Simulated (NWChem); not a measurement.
System: C₆H₉NO; SMILES c1c(OC)cn(C)c1

NWChem printed, in part:

```
             Northwest Computational Chemistry Package (NWChem) 7.3.0
             --------------------------------------------------------

                             Geometry "geometry" -> ""
                             -------------------------

 Output coordinates in angstroms (scale by  1.889725989 to convert to a.u.)

  No.       Tag          Charge          X              Y              Z
 ---- ---------------- ---------- -------------- -------------- --------------
    1 C                    6.0000    -0.88939173    -2.70665130     0.01020032
    2 O                    8.0000     0.38386327    -2.09073830    -0.01183468
    3 C                    6.0000     0.37202127    -0.72697330    -0.00677368
    4 C                    6.0000     1.56370427     0.05043170    -0.02987268
    5 C                    6.0000     1.17007827     1.37184170    -0.00051068
    6 N                    7.0000    -0.20024173     1.42907470     0.05020932
    7 C                    6.0000    -1.00214773     2.63507670    -0.03706868
    8 C                    6.0000    -0.70788473     0.13971270     0.03569832
    9 H                    1.0000    -1.48654473    -2.42280330    -0.86922968
   10 H                    1.0000    -0.71633873    -3.78494330    -0.00232368
   11 H                    1.0000    -1.44865373    -2.43774630     0.91876932
   12 H                    1.0000     2.57486727    -0.33008230    -0.04371668
   13 H                    1.0000     1.75771927     2.27928970    -0.00856968
   14 H                    1.0000    -1.39737673     2.80794270    -1.10807168
   15 H                    1.0000    -0.32735973     3.50558870     0.27205832
   16 H                    1.0000    -1.89176973     2.56286870     0.68993532
   17 H                    1.0000    -1.77203473    -0.03836030     0.06432332

 Effective nuclear repulsion energy (a.u.)     366.8921510169

                                Z-matrix (autoz)
                                --------

 Units are Angstrom for bonds and degrees for angles

[...]

      ----------------------
      Optimization converged
      ----------------------

  Step       Energy      Delta E   Gmax     Grms     Xrms     Xmax
  ---- ---------------- -------- -------- -------- -------- --------
@   38    -363.98790054  1.3D-08  0.00001  0.00000  0.00001  0.00004
                                     ok       ok       ok       ok

                                Z-matrix (autoz)
                                --------

 Units are Angstrom for bonds and degrees for angles

[...]

 Rotational Constants
 --------------------
 A=   0.161750 cm-1  (  0.232717 K)
 B=   0.046740 cm-1  (  0.067247 K)
 C=   0.036779 cm-1  (  0.052915 K)

 Temperature                      =   298.15K
 frequency scaling parameter      =   1.0000

 Zero-Point correction to Energy  =   90.002 kcal/mol  (  0.143427 au)
 Thermal correction to Energy     =   95.125 kcal/mol  (  0.151591 au)
 Thermal correction to Enthalpy   =   95.717 kcal/mol  (  0.152535 au)

 Total Entropy                    =   88.360 cal/mol-K
   - Translational                =   40.013 cal/mol-K (mol. weight = 111.0684)
   - Rotational                   =   28.140 cal/mol-K (symmetry #  =        1)
   - Vibrational                  =   20.207 cal/mol-K

 Cv (constant volume heat capacity) =   29.345 cal/mol-K
   - Translational                  =    2.979 cal/mol-K
   - Rotational                     =    2.979 cal/mol-K
   - Vibrational                    =   23.386 cal/mol-K

[normal modes left out]

 ----------------------------------------------------------------------------
 Normal Eigenvalue ||           Projected Infra Red Intensities
  Mode   [cm**-1]  || [atomic units] [(debye/angs)**2] [(KM/mol)] [arbitrary]
 ------ ---------- || -------------- ----------------- ---------- -----------
    1       -0.000 ||    0.000023           0.001         0.023       0.011
    2       -0.000 ||    0.000585           0.013         0.570       0.288
    3        0.000 ||    0.000113           0.003         0.110       0.056
    4        0.000 ||    0.000175           0.004         0.170       0.086
    5        0.000 ||    0.001850           0.043         1.803       0.911
    6        0.000 ||    0.000086           0.002         0.084       0.042
    7       73.470 ||    0.000168           0.004         0.163       0.083
    8      100.325 ||    0.005456           0.126         5.319       2.686
    9      156.549 ||    0.001249           0.029         1.218       0.615
   10      202.115 ||    0.001885           0.043         1.837       0.928
   11      227.535 ||    0.000138           0.003         0.135       0.068
   12      343.439 ||    0.000608           0.014         0.593       0.299
   13      361.848 ||    0.002353           0.054         2.294       1.159
   14      489.976 ||    0.001789           0.041         1.744       0.881
   15      598.412 ||    0.008135           0.188         7.930       4.006
   16      606.272 ||    0.009346           0.216         9.110       4.602
   17      611.201 ||    0.006372           0.147         6.212       3.138
   18      664.087 ||    0.003828           0.088         3.732       1.885
   19      732.588 ||    0.001696           0.039         1.654       0.835
   20      740.185 ||    0.070123           1.618        68.360      34.528
   21      804.457 ||    0.003223           0.074         3.142       1.587
   22      994.934 ||    0.009961           0.230         9.711       4.905
   23     1008.178 ||    0.006796           0.157         6.625       3.346
   24     1075.492 ||    0.020020           0.462        19.517       9.858
   25     1100.011 ||    0.048482           1.119        47.262      23.872
   26     1113.884 ||    0.022885           0.528        22.309      11.268
   27     1157.824 ||    0.006361           0.147         6.201       3.132
   28     1190.137 ||    0.000949           0.022         0.925       0.467
   29     1205.056 ||    0.014617           0.337        14.249       7.197
   30     1247.822 ||    0.035787           0.826        34.887      17.621
   31     1283.563 ||    0.013462           0.311        13.123       6.628
   32     1385.064 ||    0.191777           4.424       186.953      94.430
   33     1435.777 ||    0.055917           1.290        54.511      27.533
   34     1441.782 ||    0.008692           0.201         8.473       4.280
   35     1480.301 ||    0.013081           0.302        12.752       6.441
   36     1500.831 ||    0.000283           0.007         0.276       0.140
   37     1513.381 ||    0.004874           0.112         4.751       2.400
   38     1514.002 ||    0.009716           0.224         9.472       4.784
   39     1538.429 ||    0.014110           0.326        13.755       6.948
   40     1546.744 ||    0.005469           0.126         5.332       2.693
   41     1568.385 ||    0.033569           0.774        32.725      16.529
   42     1631.848 ||    0.121817           2.810       118.753      59.982
   43     3008.090 ||    0.056107           1.294        54.696      27.627
   44     3040.480 ||    0.080485           1.857        78.461      39.631
   45     3058.487 ||    0.059263           1.367        57.772      29.181
   46     3101.677 ||    0.029406           0.678        28.666      14.479
   47     3145.203 ||    0.014277           0.329        13.918       7.030
   48     3149.794 ||    0.031444           0.725        30.653      15.483
   49     3263.365 ||    0.002242           0.052         2.186       1.104
   50     3283.205 ||    0.003014           0.070         2.939       1.484
   51     3290.971 ||    0.001687           0.039         1.645       0.831
 ----------------------------------------------------------------------------
```

Level: B3LYP/6-31G* (spherical d). 

Problem. Write an input that gives this output.

Solution. This is not unique; one that fits is the input that was run:
```
start job
memory heap 200 mb stack 900 mb global 1100 mb
geometry units angstroms noautosym
  C     -0.888293    -2.709172     0.009409
  O      0.384962    -2.093259    -0.012626
  C      0.373120    -0.729494    -0.007565
  C      1.564803     0.047911    -0.030664
  C      1.171177     1.369321    -0.001302
  N     -0.199143     1.426554     0.049418
  C     -1.001049     2.632556    -0.037860
  C     -0.706786     0.137192     0.034907
  H     -1.485446    -2.425324    -0.870021
  H     -0.715240    -3.787464    -0.003115
  H     -1.447555    -2.440267     0.917978
  H      2.575966    -0.332603    -0.044508
  H      1.758818     2.276769    -0.009361
  H     -1.396278     2.805422    -1.108863
  H     -0.326261     3.503068     0.271267
  H     -1.890671     2.560348     0.689144
  H     -1.770936    -0.040881     0.063532
end
basis spherical
  * library 6-31g*
end
dft
  xc b3lyp
  grid fine
  iterations 150
end
driver
  maxiter 120
  tight
end
task dft optimize
task dft freq
```
